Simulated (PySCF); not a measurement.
H6O4W, SMILES [OH][WH2]([OH])([OH])[OH], multiplicity 1.

Coordinates come from a PBE0-D3(BJ)/def2-SVP optimisation. The multiplicity is an assumed one; no other spin state was optimised. The structure was generated by enumeration; whether it is a known compound was not checked. The def2 effective core potentials stand for the cores of W; spin–orbit coupling is left out. Other conformers were not sampled.

Two levels are set side by side: PBE/def2-TZVP (PySCF) and r2SCAN/def2-TZVP (PySCF). Same geometry, gas phase. Differences are taken from unrounded values.

| quantity | r2SCAN |
|---|---|
| orbital gap (eV) | 3.96 |
| highest occupied level (eV) | -6.46 |
| lowest empty level (eV) | -2.49 |
| dipole moment (D) | 1.62 |
| mean polarisability (bohr³) | 64.0 |

### Question
What does PBE give, and how far is it from r2SCAN? (An estimate is asked for; the answer gives what the named calculation found.)

### Answer

```csv
quantity,PBE,PBE minus r2SCAN
orbital gap (eV),3.56,-0.41
highest occupied level (eV),-6.11,0.35
lowest empty level (eV),-2.55,-0.06
dipole moment (D),1.58,-0.04
mean polarisability (bohr³),66.0,2.0
```

Rough cost on one machine, each run with all the roots and properties that it gave: r2SCAN against PBE about 3 times.
